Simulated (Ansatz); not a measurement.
The first iterations of a band of a periodic cell of 13 atoms, Al12O (surface Al(111), adsorbate O).

The calculation used DFT PBE, scalar-relativistic, plane waves, PAW (Ansatz). Settings: cutoff 420 eV, k mesh 4x4x1, fermi-dirac smearing 0.15 eV, no spin polarisation.

```yaml
movable_images: 7
climbing_image: yes
spring: 5.0 eV/Å²
optimiser: quadratic models (default)
start_path: IDPP
force_threshold: 0.03 eV/Å
iteration_limit: 23
end_points: relaxed
atoms_held: 1 to 4
```

Image 0:

```xyz
13
Lattice="5.7276 0.0000 0.0000 2.8638 4.9602 0.0000 0.0000 0.0000 15.6765" Properties=species:S:1:pos:R:3
Al 1.432 0.827 1.000
Al 4.296 0.827 1.000
Al 2.864 3.307 1.000
Al 5.728 3.307 1.000
Al 0.002 1.655 3.329
Al 2.862 1.655 3.329
Al 1.432 4.131 3.328
Al 4.296 4.134 3.321
Al 0.038 -0.021 5.699
Al 2.825 -0.021 5.699
Al 1.432 2.482 5.543
Al 4.296 2.525 5.699
O 4.296 0.827 6.474
```

Image 8:

Only the atoms that move by more than 0.05 Å are listed.
```
Al9 0.000 0.045 5.699
Al10 2.864 0.002 5.543
Al11 1.393 2.460 5.699
Al12 4.334 2.460 5.699
O13 5.728 -1.653 6.474
```

| iteration | highest image above the first end (eV) | largest band force component (eV/Å) |
| --- | --- | --- |
| 1 | 2.424 | 2.298 |
| 2 | 1.525 | 1.562 |
| 3 | 0.837 | 2.088 |
| 4 | 0.739 | 0.696 |
| 5 | 0.738 | 0.470 |
| 6 | 0.751 | 0.460 |
| 7 | 1.109 | 3.650 |

Question: Does the band converge within its limit, and where does its top end?

Answer: The run ended unconverged. It ended after 23 iterations with the highest image 0.740 eV above the first end. The band didn't meet its force threshold, so its energies are provisional: the largest band force was still 0.08 eV/Å, and over the last iterations the top stayed at 0.74 eV. Limits of this set-up: coarse k mesh, thin slab, slab without dipole correction.

The run took 27 min on 1 thread of Arm Neoverse V2, with other jobs on the host, peak memory 1 GiB.
